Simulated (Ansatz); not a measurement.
**A ladder of methods for CH4ClGe (SMILES [CH3][GeH][Cl])**

CH4ClGe: 7 atoms, total charge 0, spin state doublet. SMILES: `[CH3][GeH][Cl]`. The shape is that of a PBE0-D4/def2-TZVP optimisation.

Quantity: the electronic atomisation energy, in eV. The values are calculated. Electronic energies at fixed atoms, without zero-point motion or spin-orbit coupling.

| level | kind | program | value (eV) | less CCSD(T)/def2-SVP | CPU time (all runs) |
| --- | --- | --- | --- | --- | --- |
| USVWN5/def2-SVP | LDA | Ansatz | 25.63 | +4.37 | 7.7 s |
| UBLYP/def2-SVP | GGA | Ansatz | 22.00 | +0.74 | 13 s |
| U-r2SCAN/def2-SVP | meta-GGA | Ansatz | 22.74 | +1.48 | 36 s |
| U-r2SCAN0/def2-SVP | hybrid meta-GGA | Ansatz | 22.52 | +1.26 | 38 s |
| UHSE06/def2-SVP | range-separated hybrid | Ansatz | 22.56 | +1.30 | 20 s |
| UB2PLYP/def2-SVP | double hybrid | Ansatz | 21.98 | +0.72 | 18 s |
| RPA@PBE/def2-SVP | RPA | Ansatz | 20.30 | -0.96 | 22 s |
| UCCSD(T)/def2-SVP | coupled cluster or CI | Ansatz | 21.26 | 0.00 | 62 s |

UCCSD(T)/def2-SVP is the highest level here, not the true value. All-electron rows without a relativistic Hamiltonian named are non-relativistic. Correlated wave functions underbind in double-zeta sets. The values span 20.30 to 25.63 eV. In the correlated wave-function rows the outer d shell of Ge is correlated, in sets not made for it. CPU times are rough (shared hosts, several kinds of processor and program).
